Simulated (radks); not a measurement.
Task: Radial electron density D(r) = 4 pi r^2 rho(r) of an atom or ion with 44 electrons. All-electron calculation, scalar-relativistic Kohn-Sham, r2SCAN, spin-polarised, spherical densities, finite nucleus; meta-GGA in the generalised Kohn-Sham scheme; Fermi nuclear charge, rms radius of each element as measured or else 0.836 A^(1/3) + 0.57 fm. Program: a radial shooting solver on a logarithmic mesh with Libxc functionals.

| r (bohr) | D(r) (e/bohr) | spin D(r) |
|---|---|---|
| 0.002481 | 22.17 | -0.0000827 |
| 0.003154 | 30.57 | -0.000112 |
| 0.004042 | 41.48 | -0.000150 |
| 0.005138 | 53.95 | -0.000189 |
| 0.006584 | 67.82 | -0.000223 |
| 0.00837 | 80.42 | -0.000226 |
| 0.01073 | 89.92 | -0.000130 |
| 0.01363 | 93.32 | 0.000275 |
| 0.01747 | 90.35 | 0.00176 |
| 0.02239 | 84.44 | 0.00679 |
| 0.02846 | 83.29 | 0.0220 |
| 0.03648 | 93.60 | 0.0676 |
| 0.04637 | 112.1 | 0.182 |
| 0.05942 | 124.9 | 0.446 |
| 0.07554 | 117.8 | 0.909 |
| 0.0968 | 99.61 | 1.54 |
| 0.1231 | 97.08 | 1.95 |
| 0.1577 | 110.2 | 1.54 |
| 0.2005 | 101.8 | 0.409 |
| 0.2569 | 63.71 | 0.104 |
| 0.3266 | 41.97 | 2.13 |
| 0.4185 | 46.74 | 4.90 |
| 0.5363 | 39.34 | 4.72 |
| 0.6817 | 17.31 | 2.27 |
| 0.8736 | 3.367 | 0.493 |
| 1.111 | 0.2835 | 0.0462 |
| 1.423 | 0.007226 | 0.00129 |

What is the nuclear charge?

Result: Z = 69. The innermost maximum, from 1s, lies near gamma/Z bohr with gamma = sqrt(1 - (Z/c)^2) = 0.864, here 0.0125 bohr (found: 0.0137), and its height grows with Z. The density is that of the thulium ion Tm25+ in [Kr] 4d8; the configuration itself is not fixed sharply by these data, and Z only to a few units. D(r) has 4 maxima, at r = 0.0137, 0.0618, 0.169, 0.443 bohr, and minima at 0.0263, 0.112, 0.337 bohr, inside which lie 1.92, 11.12, 29.03 electrons.
